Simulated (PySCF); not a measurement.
# Telling isomers of C$_{3}$H$_{4}$F$_{3}$NSi apart by NMR

[PySCF: shieldings: GIAO PBE0/pcSseg-1; structure optimised with GFN2-xTB; gas phase; fast rotation and ring inversion assumed for equivalent nuclei; a single conformation; non-relativistic]

δ = σ(ref) − σ, references computed at the same level: 1H and 13C vs TMS. Splittings of carbon signals by F and P are missing where no couplings were computed. Where no couplings were computed, multiplicities follow the n + 1 count of equivalent neighbours, and m marks all less simple cases (inequivalent or close neighbours, rings, F or P nearby). Shifts are as computed. Against solution values, carbons near 30 ppm lie about +3 ppm off and those near 130 ppm about +5 ppm. Of 1309 compounds with measured shifts, 239 miss one by over three times the rms of a fit or turn the order of signals round; such compounds aren't used in these exercises. OH and NH positions are gas-phase values without hydrogen bonding to other molecules.

(1) Tabulate the signals of `[H]/N=C\C=C/[Si](F)(F)F`, `C[C@@H](C#N)[Si](F)(F)F` and their relative energies.

(2) What is the quickest way to tell [H]/N=C\C=C/[Si](F)(F)F from C[C@@H](C#N)[Si](F)(F)F?

Results:

(1) 
```tsv
SMILES	carbon types	δC	δH	E rel. (kcal/mol)
[H]/N=C\C=C/[Si](F)(F)F	3×CH	172.3, 161.2, 128.1	11.67 (br s, 1H), 8.24 (d, 1H), 6.68 (m, 1H), 6.07 (m, 1H)	16.9
C[C@@H](C#N)[Si](F)(F)F	1×C 1×CH 1×CH3	120.8, 13.9, 9.6	2.20 (m, 1H), 1.55 (d, 3H)	0.0
```

Energies are electronic energies at PBE0/pcSseg-1 on these geometries, without zero-point or thermal terms, each for the one conformer computed, which needn't be the lowest.

(2) Both give the same number of carbon signals, but DEPT or the intensities differ. The first has a C=N carbon (CH) at 172.3 ppm, the second a nitrile carbon (C) at 120.8 ppm. In the proton spectra the most deshielded non-exchanging signals are 8.24 (d, 1H) and 2.20 (m, 1H).
